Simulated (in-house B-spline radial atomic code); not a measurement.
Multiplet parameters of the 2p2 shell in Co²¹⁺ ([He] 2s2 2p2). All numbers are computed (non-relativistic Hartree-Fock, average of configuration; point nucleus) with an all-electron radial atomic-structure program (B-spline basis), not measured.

Slater integrals: F^2 = 464251 cm⁻¹. Central-field spin-orbit parameter ζ(2p) = 93770 cm⁻¹ (bare central field on non-relativistic orbitals, without two-electron terms: too large for light atoms, too small for heavy ones).

With F₂ = F^2/25 = 18570 cm⁻¹:

**Question.** Where do the terms lie in LS coupling, without spin-orbit interaction?

**Answer.** In cm⁻¹ above the Hund's-rule term:
| term | expression | energy |
| --- | --- | --- |
| 3P | 0 F₂ | 0 |
| 1D | 6 F₂ | 111420 |
| 1S | 15 F₂ | 278551 |

**Question.** How far can these numbers be trusted?

**Answer.** Unscaled Hartree-Fock integrals overestimate measured term splittings, because correlation screens the repulsion; fits to spectra scale them down, most for low charges. Here ζ is 5.05 times F₂, so spin-orbit coupling rivals the gaps between some terms: low levels can stay fairly pure, while close terms of equal J mix strongly.
